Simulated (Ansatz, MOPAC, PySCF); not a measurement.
Breaking a bond: O2 (anion, charge -1), doublet.

PM3, unrestricted, heats of formation (MOPAC); UKS-B3LYP/6-31G* = PySCF with unrestricted B3LYP/6-31G*, spherical d; UKS-PBE = unrestricted PBE/aug-cc-pVDZ in Ansatz (a quantum-chemistry and plane-wave program); UCCSD(T) = CCSD(T) on UHF/aug-cc-pVDZ, 2 core orbitals frozen (PySCF); UKS-BP86/6-31G* = unrestricted BP86/6-31G*, spherical d in PySCF.

Energies are in kJ/mol, each relative to the lowest point of its own curve near equilibrium.

```csv
R / Å,PM3,UKS-B3LYP/6-31G*,UKS-PBE,UCCSD(T),UKS-BP86/6-31G*
1.06,252.1,360.2,311.5,330.9,382.2
1.13,87.5,174.4,151.4,162.8,191.7
1.19,21.1,80.8,70.6,77.6,93.8
1.26,0.0,22.7,20.1,23.8,…
1.28,1.5,13.5,12.1,15.0,…
1.33,…,1.3,1.3,2.4,3.6
1.36,26.8,0.0,0.0,0.0,0.0
1.40,…,…,3.0,1.5,…
```

Fill in the missing entries.


- 1.26, UKS-BP86/6-31G*: 30.4
- 1.28, UKS-BP86/6-31G*: 19.6
- 1.33, PM3: 14.5
- 1.40, PM3: 46.3
- 1.40, UKS-B3LYP/6-31G*: 3.7
- 1.40, UKS-BP86/6-31G*: 0.7

The scan ran from 1.06 to 5.28 Å; beyond the distances shown one of the unrestricted levels run for this scan, shown here or not, changes its spin distribution in one step. Where the anion isn't bound against loss of the electron, the finite basis alone holds it.
